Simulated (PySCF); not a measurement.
C6H9N3.
SMILES with atom numbers: `[CH3:1][c:2]1[n:3][nH:4][n:5][c:6]1[CH:7]1[CH2:8][CH2:9]1`

Cartesian coordinates in Å at the PBE0-D3(BJ)/def2-SVP level; atoms count from 1:
```
atom  x, y, z in Å
C1    -2.1078   -1.4012   -0.3328
C2    -1.5526   -0.0740    0.0457
N3    -2.3245    0.9533    0.3943
N4    -1.4703    1.9151    0.6521
N5    -0.1963    1.6270    0.5077
C6    -0.2030    0.3544    0.1180
C7     1.0274   -0.4034   -0.1692
C8     2.2756   -0.1393    0.6336
C9     2.2095    0.2945   -0.7923
H10   -1.7930   -2.1865    0.3725
H11   -3.2047   -1.3586   -0.3313
H12   -1.7744   -1.7066   -1.3368
H13   -1.7769    2.8338    0.9456
H14    0.8474   -1.4371   -0.4756
H15    2.1968    0.6337    1.4025
H16    2.9056   -0.9931    0.8962
H17    2.0876    1.3619   -0.9931
H18    2.7922   -0.2546   -1.5365
```

NICS is the negative of the GIAO shielding at a point without a nucleus: at the ring centre (0) and 1 Å above and below it (1); zz is the component along the ring normal. Level: GIAO KT3/pcSseg-1 (PySCF, non-relativistic, gas phase) on the PBE0-D3(BJ)/def2-SVP geometry, one conformer.

Ring bond lengths (Å): C2–N3 1.331, N3–N4 1.312, N4–N5 1.314, N5–C6 1.331, C6–C2 1.418; C7–C8 1.507, C8–C9 1.492, C9–C7 1.508.

Problem. What do the NICS probes read (ppm)?

Solution. 
| ring | type | NICS(0) | NICS(1), two faces | NICS(1)zz, two faces | rms pucker (Å) | centre to ring atoms, mean (Å) |
| --- | --- | --- | --- | --- | --- | --- |
| C2–N3–N4–N5–C6 | 5-membered ring with 3 N; formal bonds all aromatic | -13.1 | -12.5 / -12.5 | -30.7 / -30.6 | 0.00 | 1.14 |
| C7–C8–C9 | 3-membered carbocycle; formal bonds all single | -40.6 | -6.1 / -7.1 | -20.9 / -21.7 | 0.00 | 0.87 |

Problem. What do they say, and how far can they be read as aromaticity?

Solution. 
- C2–N3–N4–N5–C6: mean NICS(1)zz -30.6 ppm, shielded. The ring is flat and has no four-coordinate atom; by the NICS criterion it is aromatic.
- C7–C8–C9: mean NICS(1)zz -21.3 ppm, shielded. C7, C8, C9 have four or more neighbours, and the NICS criterion for π rings isn't applied. NICS(0) lies 34 ppm below the mean NICS(1).

Problem. And the bond-length index? HOMA = 1 − mean of α(R − Ropt)² over the ring bonds, with Krygowski's 1993 parameters (CC: Ropt 1.388 Å, α 257.7 Å⁻²; CN: Ropt 1.334 Å, α 93.52 Å⁻²; NN: Ropt 1.309 Å, α 130.33 Å⁻²).

Solution. 
- C2–N3–N4–N5–C6: HOMA 0.95; the largest term is that of C6–C2, α(R − Ropt)² = 0.23. The geometric and the magnetic index point the same way.

Problem. What are the shieldings of the ring atoms and their hydrogens in the same run (means over atoms taken as equivalent)?

Solution. 
| atoms | environment | σ isotropic (ppm) | principal values of the symmetric part, first atom (ppm) |
| --- | --- | --- | --- |
| C2 | substituted aromatic carbon | 50.3 | -16.3, 43.9, 123.2 |
| N3 | pyridine-type nitrogen | -66.1 | -254.2, -96.9, 152.9 |
| N4 | pyrrole-type nitrogen | 26.2 | -77.8, 71.7, 84.7 |
| N5 | pyridine-type nitrogen | -54.6 | -248.2, -86.5, 171.0 |
| C6 | substituted aromatic carbon | 42.5 | -13.1, 18.5, 122.1 |
| C7 | benzylic-type carbon | 173.7 | 144.0, 161.0, 216.2 |
| C8 (×2) | three-membered-ring carbon | 168.9 | 137.6, 167.4, 201.8 |
| H13 | N–H hydrogen | 21.56 | 15.4, 23.0, 26.2 |
| H14 | methine hydrogen | 29.81 | 21.8, 29.5, 38.2 |
| H15 (×2) | methylene hydrogen | 30.39 | 24.5, 28.8, 37.8 |
| H16 (×2) | methylene hydrogen | 30.34 | 24.7, 26.6, 39.6 |

Problem. How do the values depend on the level or the medium?

Solution. 
```
                            level  NICS(0), C2–N3–N4–N5–C6  mean NICS(1)zz, C2–N3–N4–N5–C6  NICS(0), C7–C8–C9  mean NICS(1)zz, C7–C8–C9
                KT3/pcSseg-1, gas                    -13.1                           -30.6              -40.6                     -21.3
               PBE0/pcSseg-1, gas                    -12.7                           -31.2              -42.5                     -22.6
PBE0/pcSseg-1, IEF-PCM chloroform                    -12.6                           -31.3              -42.7                     -22.8
```

The geometry is the same throughout; the continuum's cavity takes Bondi-type radii × 1.2.

Time: 35 s of wall time; peak memory 0.80 GiB. Hardware: Arm Neoverse V2, one thread, on a shared host. This is the whole shielding run at KT3/pcSseg-1, SCF included.
